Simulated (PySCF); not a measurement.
Structure problem from calculated spectra and properties.

Formula: C4H6O2S.

- Rotational structure: rotational constants A, B, C: 4.023, 2.099, 1.964 GHz [PBE0-D3(BJ)/def2-SVP]
- UV, first state: lowest singlet excitation: 6.30 eV (197 nm, f = 0.003) [TDDFT CAM-B3LYP/def2-SVPD]
- Dipole: 5.77 D [CAM-B3LYP/def2-SVPD]
- Triplet: lowest triplet excitation (Tamm–Dancoff): 4.26 eV [TDA CAM-B3LYP/def2-SVPD]
- UV, strongest line: among the 10 lowest singlet transitions: S2 at 6.69 eV (185 nm, f = 0.163) [TDDFT CAM-B3LYP/def2-SVPD]
- 13C NMR: chemical shifts (computed TMS as zero) by class: 147.4 (1 C), 143.3 (1 C), 56.1 (1 C), 31.9 (1 C) ppm [GIAO PBE/pcSseg-2]
- NMR, other nuclei: isotropic shieldings of nuclei other than C and H, by class: 66 (2 O), 116 (1 S) ppm [GIAO PBE/pcSseg-2]
- Polarisability: 69.7 au [CAM-B3LYP/def2-SVPD]

The electronic properties come from PySCF, for the isolated species, density fitting. Levels stand in brackets. Isolated species at its PBE0-D3(BJ)/def2-SVP geometry (one conformer only). NMR classes are plain means over equivalent atoms (diastereotopic ones count apart unless rotation or inversion swaps them), as if these changed places fast.

**Question.** Propose a structure and show how it fits.

**Answer.** Numbering: `[O:1]=[S:2]1(=[O:3])[CH:4]=[CH:5][CH2:6][CH2:7]1`. 4 carbons fall into 4 classes; from least to most shielded: alkene CH carbon [C4] (147.4 ppm), alkene CH carbon [C5] (143.3 ppm), ring sp3 carbon bound to sulfur [C7] (56.1 ppm), allylic carbon [C6] (31.9 ppm). The other shieldings belong to: 66 ppm, sulfonyl oxygen [O1/O3]; 116 ppm, sulfonyl sulfur [S2]. The optimised geometry has point group C1 and is an asymmetric top. Structure: 2,3-dihydrothiophene 1,1-dioxide (`O=S1(=O)C=CCC1`). Computed isomers that give other values at the same levels: `C=CS(=O)(=O)C=C` (lowest singlet excitation: 5.78 eV (215 nm, f = 0.007)); `CS(=O)(=O)C1=CC1` (lowest singlet excitation: 5.84 eV (212 nm, f = 0.001)). The assignments are read from this structure; whether some other isomer fits the data as well wasn't checked.
